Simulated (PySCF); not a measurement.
## Computed properties of C4H4F2O2, SMILES FC(F)=C1COCO1

C₄H₄F₂O₂, SMILES FC(F)=C1COCO1. Coordinates come from a B3LYP-D3(BJ)/def2-SVP optimisation. The structure was generated by enumeration, and PubChem lists no compound with its InChIKey, so it may never have been made. Other conformers were not sampled. All values are computed for the isolated molecule unless a solvent is named; none is compared with measurement here.

**Structure.** All 30 harmonic modes at B3LYP-D3(BJ)/def2-SVP (PySCF) are real, so it is a minimum. With heavy atoms numbered as in [F:1][C:2]([F:3])=[C:4]1[CH2:5][O:6][CH2:7][O:8]1, the shortest bond between them is F1–C2 at 1.319 Å and the longest C4–C5 at 1.514 Å.

**Vibrations.** The strongest infrared lines (harmonic, unscaled, degenerate partners summed) lie at 1259 cm⁻¹ (267 km/mol, C 55 %, O 24 %, H 18 %), 1146 cm⁻¹ (171 km/mol, C 50 %, H 29 %, F 14 %), 2958 cm⁻¹ (106 km/mol, H 94 %). The softest mode is at 73 cm⁻¹ and the zero-point energy is 51.6 kcal/mol.

**Electronic structure.** r2SCAN/def2-TZVP (PySCF) places the frontier levels at -5.44 and 0.09 eV, a gap of 5.53 eV, and gives a dipole moment of 1.75 D. PBE/def2-TZVP (PySCF) at the same geometry gives -5.21 and -0.15 eV, so its gap is 0.47 eV narrower. An orbital gap is neither the optical nor the fundamental gap.

**Excitations.** TDA-PBE0/def2-SVPD (PySCF) has S1 at 5.96 eV (208 nm, f = 0.007, weak); the most intense of the 6 singlets computed lies at 7.30 eV (f = 0.09). T1 (TDA) is at 4.24 eV, 1.72 eV under S1. TDA-PBE/def2-SVPD (PySCF) puts S1 at 5.16 eV. No vertical singlet excitation falls in the visible range (under 3.1 eV).

**NMR.** GIAO shifts at PBE0/pcSseg-1 (PySCF) (non-relativistic, atoms alike by connectivity averaged): ¹³C from 69.1 to 159.6 ppm against TMS; ¹H from 4.8 to 5.5 ppm against TMS; ¹⁹F at -124.4 ppm against CFCl3.

**Solvation.** SMD-B3LYP/def2-SVP (PySCF) gives -1.7 kcal/mol in water, -2.4 kcal/mol in benzene, -3.4 kcal/mol in ethylethanoate (1 M in both phases, gas-phase geometry); of these solvents ethylethanoate holds the molecule best.
